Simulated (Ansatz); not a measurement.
Ansatz results at the PBE0-D4/def2-TZVP geometry: LUMO energy (B3LYP/def2-TZVPP) -0.40 eV; HOMO energy (ωB97M-V/def2-TZVPP) -8.60 eV; HOMO–LUMO gap (ωB97M-V/def2-TZVPP) 9.77 eV.

Each molecule was computed in one conformer, which needn't be the lowest.

**Question.** Which molecule gave them?
A. `[NH2][Cd][O][SiH3]`
B. `C[O][Cd][F]`
C. `C[CH2][Cd][CH3]`
D. `[Br][Cd][Br]`

**Answer.** C. The others give `[Br][Cd][Br]`: -2.60, -10.58, 10.11; `C[O][Cd][F]`: -2.22, -9.96, 9.87; `[NH2][Cd][O][SiH3]`: -1.60, -9.75, 10.11.

B3LYP here is the variant with VWN-RPA as its local correlation; programs differ in this.
